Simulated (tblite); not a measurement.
Compound: C4H2F3O2 (charge -1).
Numbering: `[CH2:1]=[C:2]([C:3](=[O:4])[O-:5])[C:6]([F:7])([F:8])[F:9]` (hydrogens: H10, H11 on C1)
Bond orders are those of one Lewis drawing.

Computed with GFN2-xTB (tblite), gas phase: Langevin dynamics at 300 K from the optimised GFN2-xTB geometry, time step 0.5 fs, friction 0.01 fs⁻¹, 2000 steps.

Start geometry:
```
atom  x, y, z in Å
C1      0.410   -1.285   -0.640
C2      0.160   -0.139   -0.034
C3      1.299    0.630    0.804
O4      0.935    1.686    1.311
O5      2.377    0.042    0.814
C6     -1.185    0.493   -0.097
F7     -2.095   -0.229   -0.835
F8     -1.197    1.707   -0.677
F9     -1.784    0.633    1.099
H10     1.404   -1.692   -0.557
H11    -0.318   -1.843   -1.216
```

The statistics below take the 31 frames saved every 25 fs from 250 to 1000 fs; their kinetic temperature (all 3N coordinates) averages 279 K.

Task: Give the mean, spread and extremes of the bond lengths.

Result: 
| bond | start (Å) | mean (Å) | standard deviation (Å) | shortest (Å) | longest (Å) |
| --- | --- | --- | --- | --- | --- |
| C1=C2 | 1.321 | 1.324 | 0.017 | 1.294 | 1.356 |
| C2–C3 | 1.610 | 1.614 | 0.052 | 1.519 | 1.758 |
| C3=O4 | 1.226 | 1.228 | 0.013 | 1.191 | 1.252 |
| C3–O5 | 1.228 | 1.226 | 0.012 | 1.203 | 1.249 |
| C2–C6 | 1.487 | 1.491 | 0.034 | 1.421 | 1.553 |
| C6–F7 | 1.376 | 1.374 | 0.038 | 1.296 | 1.445 |
| C6–F8 | 1.345 | 1.371 | 0.037 | 1.294 | 1.440 |
| C6–F9 | 1.345 | 1.342 | 0.031 | 1.297 | 1.423 |
| C1–H10 | 1.078 | 1.080 | 0.021 | 1.036 | 1.120 |
| C1–H11 | 1.082 | 1.082 | 0.026 | 1.032 | 1.133 |

Task: Give the same statistics for bond angles, one of each kind among heavy atoms.

Result: 
```tsv
angle	start (°)	mean (°)	standard deviation (°)	smallest (°)	largest (°)
C1–C2–C3	121.3	122.1	5.3	112.4	132.6
C1–C2–C6	121.4	119.3	3.6	112.8	125.4
C3–C2–C6	117.3	117.8	3.7	107.0	124.7
C2–C3–O4	114.6	113.3	3.8	102.5	120.1
C2–C3–O5	113.4	113.7	3.7	106.4	123.1
O4–C3–O5	132.0	132.6	2.8	124.9	139.7
C2–C6–F7	113.5	113.6	3.6	106.0	122.0
F7–C6–F8	103.7	103.5	3.4	97.3	111.2
F8–C6–F9	106.6	105.0	3.5	100.0	112.9
```

Task: How far does each atom move about its mean position (frames aligned on the start, all atoms weighted alike), and what rms force does it feel?

Result: 
| atom | rms displacement (Å) | rms force (eV/Å) |
| --- | --- | --- |
| C1 | 0.11 | 1.37 |
| C2 | 0.10 | 1.60 |
| C3 | 0.10 | 1.37 |
| O4 | 0.61 | 1.04 |
| O5 | 0.67 | 0.88 |
| C6 | 0.07 | 1.87 |
| F7 | 0.30 | 1.00 |
| F8 | 0.30 | 1.12 |
| F9 | 0.25 | 0.99 |
| H10 | 0.20 | 0.83 |
| H11 | 0.24 | 0.95 |

The displacements run from 0.07 to 0.67 Å, the largest at O5.

Task: Follow the torsions C1–C2–C3–O4 and C1–C2–C6–F7 through every second one of these frames.

Result: 
| t (fs) | C1–C2–C3–O4 (°) | C1–C2–C6–F7 (°) |
| --- | --- | --- |
| 250 | 171 | 23 |
| 300 | 158 | 25 |
| 350 | 143 | 41 |
| 400 | 112 | 65 |
| 450 | 99 | 70 |
| 500 | 92 | 77 |
| 550 | 88 | 81 |
| 600 | 83 | 66 |
| 650 | 88 | 52 |
| 700 | 77 | 58 |
| 750 | 63 | 48 |
| 800 | 65 | 29 |
| 850 | 64 | 26 |
| 900 | 58 | 27 |
| 950 | 55 | 32 |
| 1000 | 46 | 34 |

Largest departure from the start value over all these frames: C1–C2–C3–O4 134° (start 180°), C1–C2–C6–F7 81° (start 0°).

Task: How widely does the potential energy scatter, against a harmonic estimate?

Result: Mean 0.31 eV above the start, standard deviation 0.067 eV, range 0.21 to 0.46 eV. For 27 classical harmonic modes at 300 K the canonical values are 27kT/2 = 0.35 eV and kT·√(27/2) = 0.095 eV.

The run is classical and short, so these are rough statistics of one trajectory.

The cost below is that of the whole dynamics run. The run took 7.1 s of wall time on an Arm Neoverse V2 with one thread, no GPU (shared host), and the process peaked at 0.18 GiB of memory.
